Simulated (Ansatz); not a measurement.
The cluster Na₂F₂, relaxed as a singlet with RKS PBE0-D4/def2-TZVP in Ansatz, starting from the GFN1-xTB geometry. Force threshold 0.02 eV/Å.

The structure comes from a short search, and lower isomers may exist.

Start:

```xyz
4

Na   -0.8093   -1.0186    0.4833
Na    0.8080    1.0142   -0.4833
F     1.0059   -0.3742    0.9055
F    -1.0047    0.3786   -0.9055
```

Q: Estimate the energy that the relaxation releases and the steps that it takes.

A: 3.2 kcal/mol, in 5 steps; 3.9 s on 4 threads of Arm Neoverse V2 on a shared host. No frequencies were taken in this run, so the end may be a saddle point.

Q: Does the start keep its bonding and symmetry?

A: By distances, no bond broke or formed. The bond that changes most is Na2–F4, from 1.97 to 2.07 Å (atoms count from 1). Point group C2h at the start, D2h at the end, both within 0.05 Å.

Q: Predict the relaxed structure.

A: 
```xyz
4

Na   -0.829   -1.039    0.492
Na    0.829    1.038   -0.492
F     1.082   -0.403    0.972
F    -1.082    0.403   -0.972
```
Bond lengths (bridged metal pairs left out): 4 × F–Na 2.07 Å.
